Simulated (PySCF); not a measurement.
Structure from NMR data

Molecular formula: C4HF5. Simulated spectra:

$^{1}$H NMR (400 MHz, computed): δ 5.36 (m, 1H).

$^{13}$C{$^{1}$H} NMR (computed): δ 160.2 (C), 126.9 (C), 97.9 (C), 75.3 (CH).

PySCF 2.14 calculation with shielding tensors at PBE0/pcSseg-1 (GIAO) and geometry: GFN2-xTB; no relativistic terms, no solvent, one conformer, averaged over atoms made equivalent by symmetry, fast rotation or ring inversion.

References, each an isolated molecule treated in the same way: $^{1}$H (σref 31.72), $^{13}$C (σref 186.93) against TMS.

Q: What is the structure?

A: 
Rings plus π bonds: 2 (1 ring in the answer). 4 carbon signals for 4 carbons: no two carbons are equivalent. Carbon types of the structure: 3 × C, 1 × CH, which accounts for all hydrogens. δC 160.2, 97.9: fully substituted alkene carbon. δC 126.9: CF3 carbon; 3 electronegative neighbours deshield it. δC 75.3: three-membered-ring carbon; deshielded by the electronegative neighbour. δH 5.36: hydrogen on a three-membered-ring carbon; its carbon carries F, which withdraws density.

The compound is SMILES F[C@H]1C(F)=C1C(F)(F)F.

This is the structure that produced the data.

Splittings by $^{19}$F in the carbon and heteronuclear signals aren't shown, as no couplings were computed. Shifts are as computed. Against solution values, carbons near 30 ppm lie about +3 ppm off and those near 130 ppm about +5 ppm. Of 1309 compounds with measured shifts, 239 miss one by over three times the rms of a fit or turn the order of signals round; such compounds aren't used in these exercises.
